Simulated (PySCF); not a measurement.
**BeF: energy against distance**

Set-up: basis Be x2c-TZVPPall, F x2c-TZVPPall; spin-free X2C with a Gaussian nucleus; PySCF 2.14. Energies in eV from Be + F in their ground configurations at the same level. State: ²Σ⁺ (doublet), unpaired electrons σ ↑.

```tsv
R (Å)	BLYP	PBE0
1.181	-5.057	-4.995
1.236	-5.592	-5.503
1.291	-5.902	-5.785
1.332	-6.022	-5.885
1.373	-6.069	-5.912
1.414	-6.058	-5.882
1.469	-5.975	-5.773
1.538	-5.792	-5.560
1.620	-5.500	-5.233
1.730	-5.044	-4.735
```

Q: Put a parabola through the three lowest points of the BLYP curve and estimate Re, k and ωe (reduced mass 6.113 u; 1 eV/Å² = 0.16022 mdyn/Å; ωe = 1302.8·√(k/μ) cm⁻¹).

A: Through R = 1.332, 1.373, 1.414 Å the second-order coefficient is 17.3 eV/Å², so Re ≈ 1.386 Å, k ≈ 5.53 mdyn/Å and ωe ≈ 1239 cm⁻¹. A polynomial fit of higher order to the unrounded BLYP energies gives Re = 1.385 Å, k = 5.09 mdyn/Å, ωe = 1188 cm⁻¹; anharmonicity and rounding make the difference.

The higher-order fit for each curve: BLYP: Re = 1.385 Å, ωe = 1188 cm⁻¹, De = 6.07 eV; PBE0: Re = 1.370 Å, ωe = 1236 cm⁻¹, De = 5.91 eV.

The state was picked by a PBE0 search and need not be the measured ground state.
